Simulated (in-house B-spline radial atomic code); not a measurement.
Stripping beryllium of all its electrons. The total binding energy is the sum of the 4 successive ionisation energies. Configuration: [He] 2s2. All numbers are computed (Dirac-Hartree-Fock, average of configuration; Fermi nucleus of rms radius 2.519 fm) with an all-electron radial atomic-structure program (B-spline basis), not measured.

Dirac-Coulomb total energy: -14.5759 hartree. First-order corrections (hartree): Breit 0.0007025, self-energy 0.000374, vacuum polarisation -1.421e-05, recoil 0.000887.

Q: What total binding energy follows, and how does it compare with the sum of NIST's ionisation energies?

A: 396.58 eV from the corrected total, against 399.15 ± 4.1e-05 eV from NIST's table (measured, semi-empirical and theoretical entries, uncertainties added in quadrature). The table binds 2.6 eV more, 0.64 eV per electron, the size expected of the correlation energy that Hartree-Fock leaves out.

Q: What share of the binding belongs to the last two electrons?

A: 93 % by NIST's values (371.6 eV).
